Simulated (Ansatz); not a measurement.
C2H6BBr, SMILES `BCCBr` at its PBE0-D4/def2-TZVP geometry, where that method's forces vanish. Total charge 0; spin multiplicity 1.

| atom | x (Å) | y (Å) | z (Å) |
| --- | --- | --- | --- |
| B1 | 0.961 | -0.146 | 1.089 |
| C2 | 0.322 | 0.491 | -0.178 |
| C3 | -0.990 | -0.089 | -0.647 |
| Br4 | -0.742 | -1.929 | -1.253 |
| H5 | 2.095 | 0.105 | 1.376 |
| H6 | 0.311 | -0.828 | 1.828 |
| H7 | 1.036 | 0.569 | -1.004 |
| H8 | 0.151 | 1.541 | 0.130 |
| H9 | -1.420 | 0.435 | -1.498 |
| H10 | -1.724 | -0.149 | 0.155 |

Question: For each bond, give half the difference of the two atoms' forces along it (eV/Å; positive pushes the atoms apart) under PBE-D4, r2SCAN-D4, B3LYP-D4, ωB97M-V in def2-TZVPP. (Estimate.)

Answer: Computed: 
```json
{"bond": "B1–C2", "length (Å)": "1.555", "PBE-D4": "-0.10", "r2SCAN-D4": "-0.02", "B3LYP-D4": "0.08", "ωB97M-V": "0.10"}
{"bond": "B1–H5", "length (Å)": "1.196", "PBE-D4": "0.07", "r2SCAN-D4": "-0.04", "B3LYP-D4": "-0.11", "ωB97M-V": "-0.13"}
{"bond": "B1–H6", "length (Å)": "1.197", "PBE-D4": "0.08", "r2SCAN-D4": "-0.03", "B3LYP-D4": "-0.11", "ωB97M-V": "-0.11"}
{"bond": "C2–C3", "length (Å)": "1.509", "PBE-D4": "-0.01", "r2SCAN-D4": "0.08", "B3LYP-D4": "0.15", "ωB97M-V": "0.21"}
{"bond": "C2–H7", "length (Å)": "1.095", "PBE-D4": "0.15", "r2SCAN-D4": "-0.02", "B3LYP-D4": "-0.07", "ωB97M-V": "-0.10"}
{"bond": "C2–H8", "length (Å)": "1.108", "PBE-D4": "0.17", "r2SCAN-D4": "0.01", "B3LYP-D4": "-0.08", "ωB97M-V": "-0.11"}
{"bond": "C3–Br4", "length (Å)": "1.953", "PBE-D4": "0.25", "r2SCAN-D4": "0.26", "B3LYP-D4": "0.38", "ωB97M-V": "0.01"}
{"bond": "C3–H9", "length (Å)": "1.088", "PBE-D4": "0.09", "r2SCAN-D4": "-0.08", "B3LYP-D4": "-0.15", "ωB97M-V": "-0.12"}
{"bond": "C3–H10", "length (Å)": "1.089", "PBE-D4": "0.10", "r2SCAN-D4": "-0.07", "B3LYP-D4": "-0.14", "ωB97M-V": "-0.11"}
```

B3LYP here is the variant with VWN-RPA as its local correlation; programs differ in this.
